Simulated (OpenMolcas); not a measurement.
Computed levels of 4f¹² in ions with 66 electrons, in cm-1 above ³H₆.

```
Program             : OpenMolcas 26.06
Method              : SS-CASPT2, IPEA 0.25 Eh, imaginary shift 0.1 Eh
Basis               : ANO-R3
Scalar Hamiltonian  : X2C, finite nucleus
Spin-orbit coupling : state interaction with AMFI integrals over the reference wave functions, term energies averaged over their components
```

Active space for each ion: 12 electrons in 7 orbitals (4f); closed shells correlated by CASPT2: 5s 5p.

| Level | Er2+ | Yb4+ |
| --- | --- | --- |
| ³F₄ | 4890 | 6080 |
| ³H₅ | 7100 | 9720 |
| ³H₄ | 10890 | 14610 |
| ³F₃ | 12290 | 16320 |
| ³F₂ | 13210 | 17040 |
| ¹G₄ | 18630 | 24780 |
| ¹I₆ | 33480 | 41310 |
| ³P₁ | 34660 | 42940 |
| ³P₂ | 35650 | 44850 |

Question: Estimate ³H₄, ³F₄, ³F₃ for Tm3+ from its neighbours Er2+ and Yb4+.

Answer: ³H₄ is fine structure, which grows about as the fourth power of a screened charge, so the fourth roots are averaged: ((10890^0.25 + 14610^0.25) / 2)^4 = 12648. The calculation gives 12690, so the estimate is off by -0.3 %; the measured value is 12547 (the list in Tchang-Brillet, Wyart, Meftah and Ait Mammar, Atoms 6, 52 (2018)).
³F₄ is another term, which grows about linearly with the charge: (4890 + 6080) / 2 = 5485. The calculation gives 5560, so the estimate is off by -1.3 %; the measured value is 5634 (the list in Tchang-Brillet, Wyart, Meftah and Ait Mammar, Atoms 6, 52 (2018)).
³F₃ is another term, which grows about linearly with the charge: (12290 + 16320) / 2 = 14305. The calculation gives 14300, so the estimate is off by 0 %; the measured value is 14410 (the list in Tchang-Brillet, Wyart, Meftah and Ait Mammar, Atoms 6, 52 (2018)).

Mixed levels, with the weight of the term that names them: Er2+ ³F₄ (65 %), Er2+ ³H₄ (62 %), Er2+ ¹G₄ (60 %), Er2+ ³P₂ (67 %), Tm3+ ³F₄ (65 %), Tm3+ ³H₄ (60 %), Tm3+ ¹G₄ (58 %), Tm3+ ³P₂ (64 %), Yb4+ ³F₄ (64 %), Yb4+ ³H₄ (58 %), Yb4+ ¹G₄ (56 %), Yb4+ ³P₂ (61 %).

Term energies are means over components that CASPT2 splits; among the terms shown or strongly mixed into the levels shown the widest spread is 1300 cm-1 (4f¹² ¹I, Er2+). Some high roots are left out of the spin-orbit mixing, which shifts the levels that they would mix with. The CASPT2 spread within a term exceeds the gap to the next term for 4f¹² ¹I and 4f¹² ³P, so the order of their levels is uncertain. Measured partners are found by configuration, term and J. A level has none where our copy of the source lacks it or the pairing is in doubt (some pairs that miss far off the trend of their configuration count as doubtful), and it then counts in no deviation. Levels of configurations outside the active space are missing.
